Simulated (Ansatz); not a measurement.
Two isomers of C3H10SSi: A = `CC[SiH2]SC`, B = `CC(C)S[SiH3]`.

Gas-phase electronic energies from Ansatz, PBE0-D4/def2-TZVP geometries. CBS: MP2 limit from def2 TZ/QZ plus the TZ coupled-cluster correction, frozen cores. DFT in def2-TZVPP. B3LYP here is the variant with VWN-RPA as its local correlation; programs differ in this. Each species was taken in one conformer, which may not be the lowest.

A:

```xyz
15

C    -0.9807   -1.7789   -0.3536
C    -1.2538   -0.2793   -0.3309
Si   -0.4609    0.6165    1.1124
S     1.6561    0.3757    1.1747
C     2.0994    1.2085   -0.3771
H    -1.4498   -2.2598   -1.2155
H    -1.3658   -2.2660    0.5459
H     0.0916   -1.9844   -0.3969
H    -2.3309   -0.0794   -0.2802
H    -0.9098    0.1909   -1.2591
H    -0.9373    0.0604    2.4067
H    -0.7945    2.0676    1.0334
H     1.7187    2.2301   -0.3959
H     3.1877    1.2388   -0.4210
H     1.7299    0.6592   -1.2429
```

B:

Z-matrix (Å, degrees):
```
C
C 1 1.516
H 1 1.091 2 112.0
H 1 1.092 2 110.5 3 -120.4
H 1 1.094 2 110.0 3 120.1
C 2 1.518 1 112.0 3 -179.2
S 2 1.840 1 112.0 3 60.4
H 2 1.094 1 109.9 3 -57.8
H 6 1.093 2 109.9 1 58.0
H 6 1.093 2 110.7 1 -61.1
H 6 1.091 2 111.5 1 178.3
Si 7 2.123 2 101.1 1 -72.2
H 12 1.483 7 105.9 2 -170.8
H 12 1.488 7 113.4 2 69.6
H 12 1.488 7 110.2 2 -51.4
```

Q: Which is lower in electronic energy at CCSD(T)/CBS, and by how much? (Estimate.)

A: Computed: A, by 5.8 kcal/mol.

Q: Give E(B) − E(A) in kcal/mol with PBE0-D4, CCSD(T)/def2-TZVPP, B3LYP-D4, ωB97M-V, B3LYP, MP2/def2-TZVPP, B2PLYP. (Best estimate.)

A: Ansatz gave: PBE0-D4 6.8, CCSD(T)/def2-TZVPP 5.5, B3LYP-D4 6.7, ωB97M-V 6.7, B3LYP 7.1, MP2/def2-TZVPP 5.4, B2PLYP 6.4. None reverses the order clearly.

Largest T1 diagnostic: 0.010.

In def2-TZVPP, CCSD(T) changes the Hartree–Fock value by −0.9 kcal/mol (the triples alone add −0.3 kcal/mol) and MP2 by −1.0 kcal/mol.
